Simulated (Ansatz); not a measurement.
Single points on WO2.

```yaml
crystal:
  periodic: [false, false, false]
  atoms:
    - {symbol: W, position_ang: [0.443281, 0.090986, -0.455011]}
    - {symbol: O, position_ang: [-0.970994, 1.057456, -0.281970]}
    - {symbol: O, position_ang: [0.527713, -1.148452, 0.736981]}
basis:
  gaussian: {orbitals: def2-TZVP, initial_orbitals: start.molden}
magnetization: {spin_polarized: true, initial_magnetization: 2}
hamiltonian: {xc: lda}
scf: {omitted_lower_state_checks: [starts]}
output: {orbitals: {seedname: orbitals}}
```

The file start.molden holds the orbitals of an earlier run on this structure, at another level or in another basis.

```sh
$ ansatz run in.yaml --threads 4 --pin off --events-out ev --progress --plain --max-ram 3916MiB
```

Output, abridged:

```
Functional definition: SPW92
626 factors; their error is unknown
mean field evaluation 1: about -5889.8246 eV, gradient 2.3e1 eV
mean field evaluation 2: about -5890.1067 eV, gradient 5.0e-1 eV
mean field evaluation 4: about -5890.1051 eV, gradient 5.1e-2 eV
mean field evaluation 8: about -5890.1051 eV, gradient 1.9e-5 eV
mean field -5890.10513325 eV, -216.4573711901 hartree, gradient 1.9e-5 eV, S^2 2.010982; 0 other end points of the search recorded, 0 dependent functions left out
reference -5890.10516753 eV, -216.4573724501 hartree; 16, 14 occupied and 86, 88 virtual orbitals, 626 factors
Total energy: -5890.10516753 eV, -216.4573724501 hartree
Checks for a lower state left out: starts
```

It took 0.55 s on 4 threads of Arm Neoverse V1 on a shared host.

The first input with `hamiltonian: {xc: pbe0, dispersion: d4}` and without the key `scf` (abridged; 2.5 s):

```
Functional definition: PBE0
mean field evaluation 16: about -5916.9858 eV, gradient 1.2e-1 eV
mean field evaluation 32: about -5916.7402 eV, gradient 2.6e0 eV
mean field -5917.00500634 eV, -217.4459232928 hartree, gradient 1.7e-5 eV, S^2 2.017140; 2 other end points of the search recorded, 0 dependent functions left out
Total energy: -5917.04966737 eV, -217.4475645553 hartree
```

As the first input, with `hamiltonian: {xc: pbe, dispersion: d4}` (abridged; 1 s):

```
Functional definition: PBE
mean field -5919.24044047 eV, -217.5280739821 hartree, gradient 6.4e-6 eV, S^2 2.013133
Total energy: -5919.29394799 eV, -217.5300403470 hartree
Checks for a lower state left out: starts
```

As the first input, with `hamiltonian: {xc: {name: r2SCANh}, dispersion: d4}` (abridged; 2.7 s):

```
Functional definition: r2SCANh
mean field -5919.94418041 eV, -217.5539359479 hartree, gradient 1.7e-5 eV, S^2 2.020449
Total energy: -5919.95610435 eV, -217.5543741447 hartree
Checks for a lower state left out: starts
```

First input, but with `gaussian: {orbitals: def2-TZVPP, initial_orbitals: start.molden}`, `correlation: {method: ccsd_t}`, `scf: {omitted_lower_state_checks: [starts, cluster_reference]}` and without the key `hamiltonian` (abridged; 15 s):

```
Functional definition: HF
mean field -5882.69821007 eV, -216.1851717840 hartree, gradient 2.7e-6 eV, S^2 2.097613
2 core orbitals not correlated: weight in the atoms' cores, before any rotation towards them, 1.000 or more for the frozen orbitals, at most 0.000 for the correlated occupied ones
second order -25.19047296 eV of doubles, -0.00000000 eV of singles
cycle   1  -21.91924362 eV  change     3.3e0 eV  update   2.8e-1
cycle   2  -23.42316433 eV  change    -1.5e0 eV  update   1.9e-1
cycle   3  -23.68710905 eV  change   -2.6e-1 eV  update   5.0e-2
cycle   4  -23.71030538 eV  change   -2.3e-2 eV  update   2.5e-2
cycle   5  -23.70902798 eV  change    1.3e-3 eV  update   9.9e-3
cycle   6  -23.71816194 eV  change   -9.1e-3 eV  update   5.4e-3
cycle   7  -23.71909898 eV  change   -9.4e-4 eV  update   2.3e-3
cycle   8  -23.72046788 eV  change   -1.4e-3 eV  update   1.1e-3
cycle   9  -23.72157679 eV  change   -1.1e-3 eV  update   5.3e-4
cycle  10  -23.72176806 eV  change   -1.9e-4 eV  update   2.6e-4
cycle  11  -23.72139393 eV  change    3.7e-4 eV  update   1.3e-4
cycle  12  -23.72137210 eV  change    2.2e-5 eV  update   6.9e-5
cycle  13  -23.72146106 eV  change   -8.9e-5 eV  update   3.4e-5
cycle  14  -23.72141445 eV  change    4.7e-5 eV  update   1.9e-5
cycle  15  -23.72145379 eV  change   -3.9e-5 eV  update   1.1e-5
cycle  16  -23.72145581 eV  change   -2.0e-6 eV  update   7.0e-6
perturbative correction -1.48329349 eV, -0.0545100304 hartree
Total energy: -5907.90295937 eV, -217.1114292365 hartree
Checks for a lower state left out: starts, cluster_reference
```

The first input with `hamiltonian: {xc: r2scan, dispersion: d4}` (abridged; 2.7 s):

```
Functional definition: r2SCAN
mean field -5921.10404725 eV, -217.5965602681 hartree, gradient 1.9e-5 eV, S^2 2.019450
Total energy: -5921.11485356 eV, -217.5969573926 hartree
Checks for a lower state left out: starts
```

First input, but with `hamiltonian: {xc: {name: BLYP}, dispersion: d4}` (abridged; 1.2 s):

```
Functional definition: BLYP
mean field -5921.68269220 eV, -217.6178250776 hartree, gradient 2.0e-5 eV, S^2 2.007169
Total energy: -5921.79983163 eV, -217.6221298724 hartree
Checks for a lower state left out: starts
```

Geometry: PBE-D4/def2-TZVP.

In the def2 sets W takes a core potential; there is no spin–orbit coupling. Correlated methods freeze 2 core orbitals; core or outer-core shells of W are correlated, in sets that lack core-valence functions. At PBE0-D4/def2-TZVP a broken-symmetry singlet of charge 0 lies 0.11 eV below the triplet, each at its own geometry. The structure comes from a short search, and lower isomers may exist.
